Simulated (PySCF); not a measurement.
Working out the ionisation energy of Mn

Mn [Ar] 3d5 4s2 (6S) → Mn⁺ [Ar] 3d5 4s1 (7S). Calculation: PySCF 2.14, in dyall-av2z (16s12p7d2f, 101 functions); no relativity, point nucleus. Frozen: [Ar]; the 25 highest virtual orbitals dropped. Energies in hartree (1 hartree = 27.21139 eV):

```json
{"part": "UHF", "Mn (lower)": "-1149.854831", "Mn⁺ (upper)": "-1149.635249"}
{"part": "CCSD correlation", "Mn (lower)": "-0.124524", "Mn⁺ (upper)": "-0.081658"}
{"part": "(T)", "Mn (lower)": "-0.003584", "Mn⁺ (upper)": "-0.001060"}
```

**Question.** What does Hartree-Fock give?

**Answer.** (-1149.635249) − (-1149.854831) = 0.219582 hartree = 5.975 eV.

**Question.** What do CCSD and CCSD(T) give?

**Answer.** The CCSD correlation energies differ by 0.042866 hartree = 1.166 eV and the triples by 0.002524 hartree = 0.069 eV, so CCSD gives 7.141 eV and CCSD(T) 7.210 eV.

Measured between the centres of the two terms (NIST): 7.434 eV, so CCSD(T) (valence) is off by -0.224 eV.

The calculation is non-relativistic.

A double-zeta basis recovers only part of the correlation energy.

What remains against the reference includes basis incompleteness, the frozen core and higher excitations.
